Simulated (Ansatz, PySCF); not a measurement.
Breaking a bond: LiNa, singlet.

Levels: RHF/cc-pVQZ (Ansatz, a program for electronic structure); UCCSD = CCSD on UHF/cc-pVQZ, frozen core run with Ansatz; UHF/cc-pVQZ (Ansatz); UMP2 = MP2 on UHF/cc-pVQZ, frozen core (Ansatz); UMP2/3-21G = PySCF with unrestricted MP2 (frozen core)/3-21G.

Energies are in mEh, each relative to the lowest point of its own curve near equilibrium.

```json
[
 {"R / Å": "2.35", "RHF": "14.0", "UCCSD": "11.9", "UHF": "14.9", "UMP2": "13.6", "UMP2/3-21G": "13.1"},
 {"R / Å": "2.52", "RHF": "6.9", "UCCSD": "5.4", "UHF": "8.4", "UMP2": "6.0", "UMP2/3-21G": "5.7"},
 {"R / Å": "2.62", "RHF": "4.1", "UCCSD": "3.0", "UHF": "5.8", "UMP2": "2.9", "UMP2/3-21G": "3.2"},
 {"R / Å": "2.74", "RHF": "1.8", "UCCSD": "1.1", "UHF": "3.7", "UMP2": "0.3", "UMP2/3-21G": "1.3"},
 {"R / Å": "2.78", "RHF": "1.2", "UCCSD": "0.7", "UHF": "3.0", "UMP2": "0.1", "UMP2/3-21G": "0.9"},
 {"R / Å": "2.93", "RHF": "0.1", "UCCSD": "0.0", "UHF": "1.2", "UMP2": "0.0", "UMP2/3-21G": "0.1"},
 {"R / Å": "2.98", "RHF": "0.0", "UCCSD": "0.0", "UHF": "0.8", "UMP2": "0.2", "UMP2/3-21G": "0.0"},
 {"R / Å": "3.11", "RHF": "0.2", "UCCSD": "0.5", "UHF": "0.2", "UMP2": "1.0", "UMP2/3-21G": "0.2"},
 {"R / Å": "3.27", "RHF": "1.4", "UCCSD": "1.9", "UHF": "0.0", "UMP2": "2.4", "UMP2/3-21G": "1.0"},
 {"R / Å": "3.37", "RHF": "2.5", "UCCSD": "3.0", "UHF": "0.1", "UMP2": "3.5", "UMP2/3-21G": "1.7"},
 {"R / Å": "3.59", "RHF": "5.5", "UCCSD": "6.1", "UHF": "0.6", "UMP2": "5.8", "UMP2/3-21G": "3.5"},
 {"R / Å": "3.94", "RHF": "11.7", "UCCSD": "11.5", "UHF": "1.7", "UMP2": "9.3", "UMP2/3-21G": "6.4"},
 {"R / Å": "4.37", "RHF": "20.1", "UCCSD": "17.9", "UHF": "2.9", "UMP2": "12.6", "UMP2/3-21G": "9.2"},
 {"R / Å": "4.89", "RHF": "30.0", "UCCSD": "23.8", "UHF": "3.9", "UMP2": "15.0", "UMP2/3-21G": "11.2"},
 {"R / Å": "5.34", "RHF": "37.9", "UCCSD": "27.1", "UHF": "4.3", "UMP2": "16.2", "UMP2/3-21G": "12.2"},
 {"R / Å": "5.81", "RHF": "45.3", "UCCSD": "29.1", "UHF": "4.6", "UMP2": "16.9", "UMP2/3-21G": "12.7"},
 {"R / Å": "6.45", "RHF": "53.8", "UCCSD": "30.5", "UHF": "4.7", "UMP2": "17.4", "UMP2/3-21G": "13.1"},
 {"R / Å": "7.24", "RHF": "62.1", "UCCSD": "31.2", "UHF": "4.8", "UMP2": "17.6", "UMP2/3-21G": "13.3"},
 {"R / Å": "7.97", "RHF": "68.1", "UCCSD": "31.4", "UHF": "4.8", "UMP2": "17.7", "UMP2/3-21G": "13.5"},
 {"R / Å": "8.87", "RHF": "73.7", "UCCSD": "31.5", "UHF": "4.8", "UMP2": "17.8", "UMP2/3-21G": "13.6"}
]
```

At the longest distance, 8.87 Å, RHF lies highest above its minimum (73.7 mEh) and UHF lowest (4.8 mEh).

The restricted form behind RHF keeps the bonding electrons paired and can't separate into open-shell fragments. The unrestricted determinant behind UCCSD, UHF, UMP2, UMP2/3-21G is spin-contaminated at 2.35 to 8.87 Å (<S²> up to 1.0, against 0.00 for a pure singlet). With two correlated electrons CCSD is exact in the basis where it finds the lowest root (UCCSD).
